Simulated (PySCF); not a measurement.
An unknown shows these calculated signals:

¹H NMR (400 MHz, computed): δ 9.38 (m, 2H), 3.25 (m, 3H), 2.63 (s, 3H).

¹³C{¹H} NMR (computed): δ 204.9 (C), 183.3 (C), 149.2 (CH), 124.9 (C), 31.2 (CH3), 25.2 (CH3).

- geometry from PBE0-D3(BJ)/def2-SVP
- shielding tensors at KT2/pcSseg-1 (GIAO)
- run in PySCF 2.14
- non-relativistic Hamiltonian, isolated molecule, single conformer, rapidly exchanging positions averaged

Scale: TMS for ¹H and ¹³C (reference shieldings calculated alike).

**Question.** Which of these does the molecule contain: a CH3CH2 unit, an OH group, a CF3 group, a ketone?

**Answer.** 
- A CH3CH2 unit: no.
- An OH group: no.
- A CF3 group: no.
- A ketone: yes (δC 183.3).

The data belong to SMILES CC(=O)c1cpc(C)pc1, C$_{7}$H$_{8}$OP$_{2}$; they needn't prove each group on their own.

Carbon signals by region: 2 in the far downfield region (above 160 ppm), 2 in the sp2 and nitrile region (100–160 ppm), 2 below 50 ppm. Above 160 ppm: 204.9, substituted aromatic carbon, 183.3, ketone carbonyl carbon.

Splittings by ³¹P in the carbon and heteronuclear signals aren't shown, as no couplings were computed. Shifts are as computed. Against solution values, carbons near 30 ppm lie about +2 ppm off and those near 130 ppm about -5 ppm. Of 1313 compounds with measured shifts, 239 miss one by over three times the rms of a fit or turn the order of signals round; such compounds aren't used in these exercises. No couplings were computed; multiplicities are counted from neighbouring protons, with m where these are inequivalent, close in shift, in a saturated or five-membered ring or joined by F or P, and br s for small geminal =CH2 splittings.
